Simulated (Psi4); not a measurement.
water (H2O), singlet, geometry from GFN2-xTB, atoms displaced at random by about 0.05 Å a coordinate; Psi4 1.11 with PBE0/def2-SV(P).

Psi4 was given this input:
```
memory 2 GB

molecule mol {
0 1
  O     0.004955   -0.086748    0.176717
  H    -0.135178    0.767042   -0.388877
  H     0.055933   -0.760272   -0.373657
}

set basis def2-sv(p)
set reference rks
set intrafrag_hess simple

optimize('pbe0')
print_variables()
```

The log (banner, timings and long lists left out):

```
gradient() will perform analytic gradient computation.

   => Loading Basis Set <=

    Name: DEF2-SV(P)
    Role: ORBITAL
    Keyword: BASIS

         ---------------------------------------------------------
                                   SCF
               by Justin Turney, Rob Parrish, Andy Simmonett
                          and Daniel G. A. Smith
                              RKS Reference
         ---------------------------------------------------------

  ==> Geometry <==

    Molecular point group: cs
    Full point group: Cs

    Geometry (in Angstrom), charge = 0, multiplicity = 1:

       Center              X                  Y                   Z               Mass
    ------------   -----------------  -----------------  -----------------  -----------------
         O            0.010626421969    -0.062556467513     0.000000000000    15.994914619570
         H           -0.853936535406     0.504031643339     0.000000000000     1.007825032230
         H            0.685287507380     0.488784892052     0.000000000000     1.007825032230

  Running in cs symmetry.

  Rotational constants: A =     31.08453  B =     13.73770  C =      9.52719 [cm^-1]
  Rotational constants: A = 931890.69084  B = 411845.95162  C = 285618.02681 [MHz]
  Nuclear repulsion =    9.298063184642931

  Charge       = 0
  Multiplicity = 1
  Electrons    = 10
  Nalpha       = 5
  Nbeta        = 5

  ==> Algorithm <==

  SCF Algorithm Type is DF.
  DIIS enabled.
  MOM disabled.
  Fractional occupation disabled.
  Guess Type is SAD.
  Energy threshold   = 1.00e-08
  Density threshold  = 1.00e-08
  Integral threshold = 1.00e-12

  ==> Primary Basis <==

  Basis Set: DEF2-SV(P)
    Blend: DEF2-SV(P)
    Number of shells: 10
    Number of basis functions: 18
    Number of Cartesian functions: 19
    Spherical Harmonics?: true
    Max angular momentum: 2

  ==> DFT Potential <==

   => LibXC <=

    Version 7.1.2
    S. Lehtola, C. Steigemann, M. J. T. Oliveira, and M. A. L. Marques,  SoftwareX 7, 1–5 (2018) (10.1016/j.softx.2017.11.002)

   => Composite Functional: PBE0 <=

    PBE0 Hyb-GGA Exchange-Correlation Functional

    C. Adamo and V. Barone,  J. Chem. Phys. 110, 6158 (1999) (10.1063/1.478522)
    M. Ernzerhof and G. E. Scuseria,  J. Chem. Phys. 110, 5029 (1999) (10.1063/1.478401)

    Deriv               =              1
    GGA                 =           TRUE
    Meta                =          FALSE

    Exchange Hybrid     =           TRUE
    MP2 Hybrid          =          FALSE

   => Exchange Functionals <=

    0.7500   Perdew, Burke & Ernzerhof

   => Exact (HF) Exchange <=

    0.2500               HF

   => Correlation Functionals <=

    1.0000   Perdew, Burke & Ernzerhof

   => LibXC Density Thresholds  <==

    XC_HYB_GGA_XC_PBEH:  1.00E-15

   => Molecular Quadrature <=

    Radial Scheme          =       TREUTLER
    Pruning Scheme         =           NONE
    Nuclear Scheme         =       TREUTLER

    Blocking Scheme        =         OCTREE
    BS radius alpha        =              1
    Pruning alpha          =              1
    Radial Points          =             75
    Spherical Points       =            302
    Total Points           =          66230
    Total Blocks           =            553
    Max Points             =            255
    Max Functions          =             18
    Weights Tolerance      =       1.00E-15

   => Loading Basis Set <=

    Name: (DEF2-SV(P) AUX)
    Role: JKFIT
    Keyword: DF_BASIS_SCF

  ==> Integral Setup <==

  SCF_SUBTYPE=INCORE selected. In-core MEM_DF algorithm will be used.
  Using in-core AOs.

  ==> MemDFJK: Density-Fitted J/K Matrices <==

    J tasked:                   Yes
    K tasked:                   Yes
    wK tasked:                   No
    Algorithm:                 Core
    Schwarz Cutoff:           1E-12
    Mask sparsity (%):       0.0000
    Fitting Condition:        1E-10

   => Auxiliary Basis Set <=

  Basis Set: (DEF2-SV(P) AUX)
[...]
  @DF-RKS Final Energy:   -76.24136831391951
    Total Energy =                        -76.2413683139194944
  @DF-RKS Final Energy:   -76.25471918876914
    Total Energy =                        -76.2547191887691440
  @DF-RKS Final Energy:   -76.25578151461151
    Total Energy =                        -76.2557815146115132
  @DF-RKS Final Energy:   -76.25588057843474
    Total Energy =                        -76.2558805784347413
  @DF-RKS Final Energy:   -76.25589054266983
    Total Energy =                        -76.2558905426698317
  @DF-RKS Final Energy:   -76.25589151050598
    Total Energy =                        -76.2558915105059754
  @DF-RKS Final Energy:   -76.25589160699506
    Total Energy =                        -76.2558916069950641
[...]

    Blocking Scheme        =         OCTREE
    BS radius alpha        =              1
    Pruning alpha          =              1
    Radial Points          =             75
    Spherical Points       =            302
    Total Points           =          66196
    Total Blocks           =            551
    Max Points             =            255
    Max Functions          =             18
    Weights Tolerance      =       1.00E-15

  -Total Gradient:
     Atom            X                  Y                   Z
    ------   -----------------  -----------------  -----------------
       1        0.000055926224     0.000002144022     0.000000000000
       2       -0.000017173523     0.000016906442     0.000000000000
       3       -0.000038600903    -0.000026747963     0.000000000000

    			-----------------------------------------

    			 OPTKING 3.0: for geometry optimizations

    			     By R.A. King, Bethel University

    			        with contributions from

    			    A.V. Copan, J. Cayton, A. Heide

    			-----------------------------------------

	                            ===> Fragment 1 <==

	 Z (Atomic Numbers)          Masses                          Geom
	       8.000000            15.994915          0.00224711 -0.12527818  0.00000000
	       1.000000             1.007825         -1.46523952  0.96827791  0.00000000
	       1.000000             1.007825          1.42957630  1.01997764  0.00000000

	 - Coordinate -           - BOHR/RAD -       - ANG/DEG -
	 R(1,2)           =         1.830132           0.968464
	 R(1,3)           =         1.829994           0.968391
	 B(2,1,3)         =         1.824989         104.564147

	        --- Internal Coordinate Step in ANG or DEG, aJ/ANG or AJ/DEG ---
	-------------------------------------------------------------------------------
	           Coordinate      Previous         Force          Change          New
	           ----------      --------        ------          ------        ------
	               R(1,2)       0.96846       -0.00021       -0.00003       0.96843
	               R(1,3)       0.96839        0.00037        0.00005       0.96844
	             B(2,1,3)     104.56415        0.00000        0.00224     104.56639
	-------------------------------------------------------------------------------

	                                 ==> Convergence Check <==

	Measures of convergence in internal coordinates in au.

	Criteria marked as inactive (o), active & met (*), and active & unmet ( ).

	----------------------------------------------------------------------------------------------
	   Step    Total Energy     Delta E     Max Force     RMS Force      Max Disp      RMS Disp
	----------------------------------------------------------------------------------------------
	  Convergence Criteria     1.00e-06 *    3.00e-04 *             o    1.20e-03 *             o
	----------------------------------------------------------------------------------------------
	     7     -76.25589161   -9.65e-08 *    4.53e-05 *    3.05e-05 o    8.85e-05 *    6.48e-05 o  ~
	----------------------------------------------------------------------------------------------

Next Geometry in Ang
	Fragment 1 (Ang)

	    O   0.0011620005  -0.0662882625   0.0000000000
	    H  -0.7753758501   0.5123767928   0.0000000000
	    H   0.7565308041   0.5397566434   0.0000000000

    Final optimized geometry and variables:
    Molecular point group: cs
    Full point group: Cs

    Geometry (in Angstrom), charge = 0, multiplicity = 1:

    O            0.001189117859    -0.066294355434     0.000000000000
    H           -0.775371360992     0.512390605451     0.000000000000
    H            0.756499197651     0.539748923748     0.000000000000

  Variable Map:
  ----------------------------------------------------------------------------
[...]
  Array Variable Map:
  ----------------------------------------------------------------------------
[...]
Optimizer: Optimization complete!
```
